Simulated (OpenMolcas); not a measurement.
## Worked example: vertical ionisation energy of CSeO (carbonyl selenide)

The species is CSeO (3 atoms), meant as a singlet with charge 0. SMILES: `O=C=[Se]`. The shape comes from GFN2-xTB, which is rough for such elements, and wasn't checked as a minimum.

```
atom    x (Å)    y (Å)    z (Å)
   O  -0.8140   0.9875  -0.3443
   C  -0.1049   0.1276  -0.0437
  Se   0.9189  -1.1150   0.3881
```

Both states at this one shape; open shells run unrestricted unless said. 1 Eh = 27.2114 eV.

```tsv
level	program	singlet CSeO (Eh)	doublet CSeO+ (Eh)
CCSD(T)/pcseg-0, open shells restricted, 11 core orbitals frozen	OpenMolcas	-2509.531832	-2509.157499
CCSD(T)/pcseg-1, open shells restricted, 11 core orbitals frozen	OpenMolcas	-2512.683418	-2512.298889
CCSD(T)/aug-pcseg-1, open shells restricted, 11 core orbitals frozen	OpenMolcas	-2512.708545	-2512.323638
```

Q: Work out the vertical ionisation energy at each level.

A: 
1. CCSD(T)/pcseg-0, open shells restricted: -2509.157499 − (-2509.531832) = 0.374333 Eh = 10.19 eV.
2. CCSD(T)/pcseg-1, open shells restricted: -2512.298889 − (-2512.683418) = 0.384529 Eh = 10.46 eV.
3. CCSD(T)/aug-pcseg-1, open shells restricted: -2512.323638 − (-2512.708545) = 0.384907 Eh = 10.47 eV.

No measured value is set beside it here; the levels span 10.19 to 10.47 eV. All-electron rows are non-relativistic unless named.
